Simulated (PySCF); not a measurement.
Excitation energy of Ga+ by level of theory

Ga+ [Ar] 3d10 4s2 (1S) → Ga+ [Ar] 3d9 4s2 5s1 (3D), as a difference of total energies. Calculation: PySCF 2.14, in aug-cc-pVTZ-DK (7s6p4d2f, 59 functions); scalar relativity by spin-free X2C-1e. The calculations carry no spin-orbit coupling.

| method | excitation energy (eV) |
| --- | --- |
| UHF | 27.617 |
| LDA | 30.588 |
| PBE0 | 29.629 |
| r2SCAN | 30.016 |
| CAM-B3LYP | 29.833 |
| TPSS | 29.789 |
| revPBE | 29.849 |

**Question.** Estimate what B3LYP gives.

**Answer.** 29.780 eV, closest to TPSS among the rows shown.

**Question.** Estimate what PBE gives.

**Answer.** 29.949 eV, closest to r2SCAN among the rows shown.

A first-order spin-orbit estimate (lowest level to lowest level, LS coupling) adds -0.171 eV.

The upper state lies above the first ionisation limit, where it may autoionise and the basis confines it. A Rydberg-like electron needs more diffuse functions than a valence basis has.

The promoted electron is Rydberg-like, and one or two diffuse shells describe it only roughly, which tends to raise the upper state.
